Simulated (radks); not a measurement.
The numbers below are computed, except where a source is named.
The bismuth ion Bi+ inside a hard spherical wall (all orbitals vanish at R), configuration held at [Hg] 6p2 and not refilled when levels cross. Level of theory: scalar-relativistic Kohn-Sham, PBE, spin-polarised, spherical densities, finite nucleus; open shells are filled with parallel spins first (spin-orbit coupling, left out, can overturn this in heavy ions); Fermi nuclear charge, rms radius 5.5211 fm (a radial shooting solver on a logarithmic mesh with Libxc functionals). Eigenvalues in eV for spin up, with the zero of energy where the potential of the charges vanishes at infinity; a dash marks a level that is unbound or too diffuse for the functional's potential to be trusted. A positive occupied level is held by the wall or, in an anion where self-interaction has pushed it up, behind a barrier. The pressure on the wall is -dE/dV.

| R (bohr) | E (hartree) | kinetic (hartree) | e(5p) | e(5d) | e(6s) | e(6p) | e(7s, empty) | e(6d, empty) | pressure (GPa) |
|---|---|---|---|---|---|---|---|---|---|
| free | -21524.0055 | 24394.920 | -103.95 | -35.229 | -22.603 | -12.038 | -5.072 | - | 0 |
| 20 | -21524.0055 | 24394.920 | -103.95 | -35.229 | -22.603 | -12.038 | -5.072 | - | < 0.0001 |
| 10 | -21524.0055 | 24394.921 | -103.95 | -35.226 | -22.601 | -12.036 | -4.907 | -3.383 | 0.00115 |
| 8 | -21524.0047 | 24394.929 | -103.91 | -35.186 | -22.569 | -12.000 | -4.188 | -2.889 | 0.0439 |
| 7 | -21524.0019 | 24394.955 | -103.80 | -35.078 | -22.484 | -11.896 | -3.070 | -2.208 | 0.263 |
| 2 | -21507.4252 | 24462.370 | -54.271 | 16.365 | 68.128 | 108.15 | 303.37 | 169.20 | 24000 |
| 1.5 | -21459.4456 | 24627.736 | 17.808 | 104.01 | 262.29 | 332.27 | 742.29 | 422.69 | 202000 |
